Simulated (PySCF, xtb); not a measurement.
SiOCl₂, SMILES Cl[Si](=O)Cl.

Harmonic wavenumbers (cm⁻¹) from GFN2-xTB (xtb) at its own minimum, in rising order: 162, 223, 269, 478, 578, 1414.

### Question
What does PBE0-D3(BJ)/def2-SVP in PySCF give at its own minimum? (Estimate from the structure and the level; the computed values follow.)

### Answer
198, 265, 286, 505, 647, 1275. Paired by order, the mean absolute difference is 55 cm⁻¹ and the zero-point energies are 4.5 and 4.5 kcal/mol.
